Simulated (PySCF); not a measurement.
Interval between two levels of Hg by level of theory

Hg [Xe] 4f14 5d10 6s2 → Hg [Xe] 4f14 5d10 6s1 7s1 [3S1, M_J = 1], as a difference of total energies. Calculation: PySCF 2.14, in x2c-SVPall-2c with one added diffuse shell each of s, p, d type (8s11p10d2f, 105 functions); the two-component X2C-1e Hamiltonian. Correlated levels: [Kr] 4d10 4f14 frozen; the 22 highest virtual spinors dropped. "Screened" scales the spin-orbit matrix elements by Boettger's factors to mimic the two-electron term; Breit and QED terms are absent.

```json
{"method": "GHF (screened spin-orbit)", "interval between two levels (cm⁻¹)": "49242"}
{"method": "GMP2 (screened spin-orbit)", "interval between two levels (cm⁻¹)": "59067"}
```

Errors of the correlated levels include the incompleteness of this basis and the frozen core.

For comparison: 62350 cm⁻¹ (measured; NIST Handbook of Basic Atomic Spectroscopic Data (Sansonetti and Martin, J. Phys. Chem. Ref. Data 34, 1559 (2005))).
